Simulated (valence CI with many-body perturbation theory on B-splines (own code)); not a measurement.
I XXIII: one-electron terms

Level of theory: valence CI with perturbative core correlation (CI+MBPT): three valence electrons over a frozen Dirac-Fock core [Ar] 3d10, radial functions for each j: 11 s, 11 p, 10 d, 8 f, 5 g, 2 h, with the one-electron correlation potential Σ1 (screened to all orders), the two-electron term Σ2, the three-electron term Σ3, Breit, model QED; selected single and double excitations, second order for the rest, scaled by the run's own slope (own B-spline code, finite nucleus).

No measured spectrum was set against this ion. As an estimate, levels hold to about 250 cm⁻¹ or 0.2 % of their energy and the worst to 1 %, as in measured heavy ions of charge 2 to 7; those with d or f electrons hold less well.

These are the spectroscopic orbitals of the CI (the correlating ones are not listed), shaped by the core and the other valence electrons. h is the expectation value of the core's Dirac-Fock operator, without the valence repulsion; Σ1 is computed up to l = 3 at one energy for each symmetry, that of its lowest orbital but kept below the first core excitation, so for empty shells it is not the orbital's own correlation shift; Breit and QED include the response of the core.

```csv
Orbital,h (hartree),Σ1 (cm⁻¹),Breit (cm⁻¹),QED (cm⁻¹),⟨r⟩ (bohr)
4s1/2,-29.386,-12307,3019,2288,0.6599
5s1/2,-17.078,-4218,1293,990,1.139
6s1/2,-11.18,-1982,657,509,1.754
7s1/2,-7.8913,-1110,384,298,2.496
8s1/2,-5.8679,-689,244,190,3.368
9s1/2,-4.5343,-458,165,128,4.370
4p1/2,-27.509,-12357,4699,-82.5,0.6688
5p1/2,-16.198,-4306,2020,-34.4,1.170
6p1/2,-10.704,-2091,1063,-17.9,1.799
7p1/2,-7.6052,-1190,630,-10.5,2.558
8p1/2,-5.6828,-746,404,-6.7,3.446
9p1/2,-4.4077,-500,275,-4.5,4.466
4p3/2,-26.901,-11443,2937,144,0.6852
5p3/2,-15.925,-4087,1266,63.1,1.191
6p3/2,-10.558,-2005,700,33.6,1.825
7p3/2,-7.5175,-1148,416,20.1,2.588
8p3/2,-5.6261,-722,267,12.9,3.482
9p3/2,-4.3689,-485,182,8.8,4.506
4d3/2,-23.845,-11731,1761,-132,0.6959
5d3/2,-14.516,-4360,803,-57.8,1.233
6d3/2,-9.7931,-2201,438,-31.1,1.896
7d3/2,-7.0557,-1282,266,-18.7,2.689
8d3/2,-5.3259,-817,173,-12.1,3.612
4d5/2,-23.723,-11445,999,-60.5,0.7003
5d5/2,-14.46,-4260,441,-25.7,1.239
6d5/2,-9.7616,-2152,240,-13.6,1.903
7d5/2,-7.0365,-1254,144,-8.1,2.697
8d5/2,-5.3133,-799,93.8,-5.2,3.621
4f5/2,-20.489,-10743,419,-51.5,0.6840
5f5/2,-13.046,-3694,207,-27.1,1.256
6f5/2,-9.0029,-1828,114,-15.6,1.952
7f5/2,-6.5794,-1062,69.5,-9.8,2.777
4f7/2,-20.472,-10559,51.2,-34.2,0.6851
5f7/2,-13.035,-3622,25.0,-17.9,1.257
6f7/2,-8.9958,-1793,13.9,-10.2,1.954
7f7/2,-6.5748,-1042,8.4,-6.3,2.779
5g7/2,-12.491,,6.3,-3.5,1.171
6g7/2,-8.6793,,5.9,-2.6,1.880
7g7/2,-6.3758,,4.4,-1.8,2.722
5g9/2,-12.487,,-9.5,0.2,1.171
6g9/2,-8.677,,-8.4,-0.4,1.881
7g9/2,-6.3744,,-6.3,-0.4,2.722
6h9/2,-8.6331,,,,1.690
6h11/2,-8.6315,,,,1.691
```

Among the shells of the start configuration 4s2 4p1, Σ1 is largest in size for 4p1/2, where it is 0.20 % of h.

Lowest root of each symmetry, sizes in configuration state functions:

```
   J  Parity  Roots  Reference  Variational  Second order  Change by selected CI (cm⁻¹)  Change by second order (cm⁻¹)
 1/2    even     14         74        10555         20858                         -1000                              0
 3/2    even     21        118        20076         37988                          -595                              0
 5/2    even     23        126        23746         47646                          -994                              0
 7/2    even     16        100        20465         59169                         -1590                             -1
 9/2    even      9         70        16249         48191                         -1861                             -2
11/2    even      2         33         9416         22487                         -2061                             -3
 1/2     odd     18         90        12358         17706                         -1516                              0
 3/2     odd     29        148        19917         36454                         -1493                              0
 5/2     odd     28        157        22053         45995                         -1021                             -1
 7/2     odd     21        133        20792         47967                         -1088                             -1
 9/2     odd     11         86        15747         45093                          -833                             -1
11/2     odd      5         46        11286         37922                         -1991                             -5
13/2     odd      1         15         4703         17101                         -3054                             -4
```
